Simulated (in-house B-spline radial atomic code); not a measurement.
Zn3+ is squeezed into an impenetrable sphere of radius R (the orbitals vanish at R). Caution: exact exchange at fractional occupations of open shells leaves self-interaction of up to several eV. Computed with a B-spline radial code for spherical atoms: non-relativistic PBE0, spin-polarised, spherical fractional occupations, point nucleus.

Energies in eV above the free ion in [Ar] 3d9:

| R (bohr) | highest level (eV) | [Ar] 3d9 | [Ne] 3s2 3p5 3d10 | -dE/dV in [Ar] 3d9 (GPa) |
| --- | --- | --- | --- | --- |
| 9.97 | -52.3 | 0 | 74.87 | 1.64e-10 |
| 6.7 | -52.3 | 0 | 74.87 | 2.76e-05 |
| 5.29 | -52.3 | 0.0005524 | 74.87 | 0.00581 |
| 4.6 | -52.3 | 0.005699 | 74.88 | 0.0774 |
| 3.51 | -52.1 | 0.2013 | 75.08 | 4.49 |
| 3.14 | -51.7 | 0.6507 | 75.54 | 17.9 |
| 2.65 | -50.1 | 3.038 | 78.05 | 117 |
| 2.01 | -41.4 | 24.27 | 100.4 | 1760 |
| 1.84 | -35.5 | 43.77 | 120.8 | 3940 |
| 1.46 | -6.32 | 180.7 | 261.6 | 28700 |

Question: Does [Ne] 3s2 3p5 3d10 fall below [Ar] 3d9 under compression?

Answer: No, it stays above over the whole range.
